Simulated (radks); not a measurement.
The numbers below are computed, except where a source is named.
Isoelectronic series with 27 electrons, all held in the configuration [Ar] 3d7 4s2, which need not be the ground one along the series. Code: a radial shooting solver on a logarithmic mesh with Libxc functionals. Model: scalar-relativistic Kohn-Sham, PBE, spin-polarised, spherical densities, point nucleus; open shells are filled with parallel spins first (spin-orbit coupling, left out, can overturn this in heavy ions). Total energies (hartree) and orbital eigenvalues (hartree):

\begin{tabular}{lrrr}
ion & E (hartree) & 4s down & 4s up \\ \hline
Co & -1393.22516 & -0.19017 & -0.21037 \\
Ni+ & -1520.03508 & -0.53781 & -0.56169 \\
Cu2+ & -1652.98654 & -0.97690 & -1.00391 \\
Zn3+ & -1792.06428 & -1.49696 & -1.52685 \\
Ga4+ & -1937.26735 & -2.09276 & -2.12543 \\
Ge5+ & -2088.60272 & -2.76131 & -2.79669 \\
As6+ & -2246.08228 & -3.50076 & -3.53881 \\
Se7+ & -2409.72142 & -4.30991 & -4.35060 \\
Br8+ & -2579.53814 & -5.18795 & -5.23127 \\
Kr9+ & -2755.55262 & -6.13436 & -6.18029 \\
Rb10+ & -2937.78684 & -7.14877 & -7.19731 \\
Sr11+ & -3126.26444 & -8.23097 & -8.28211 \\
Zr13+ & -3522.05169 & -10.59834 & -10.65466 \\
Nb14+ & -3729.41582 & -11.88349 & -11.94241 \\
Mo15+ & -3943.13216 & -13.23636 & -13.29787 \\
Tc16+ & -4163.23127 & -14.65708 & -14.72118 \\
Ru17+ & -4389.74499 & -16.14578 & -16.21249 \\
Rh18+ & -4622.70648 & -17.70266 & -17.77199 \\
Pd19+ & -4862.15020 & -19.32795 & -19.39989 \\
Ag20+ & -5108.11195 & -21.02187 & -21.09645 \\
Cd21+ & -5360.62885 & -22.78471 & -22.86193 \\
In22+ & -5619.73941 & -24.61675 & -24.69663 \\
\end{tabular}
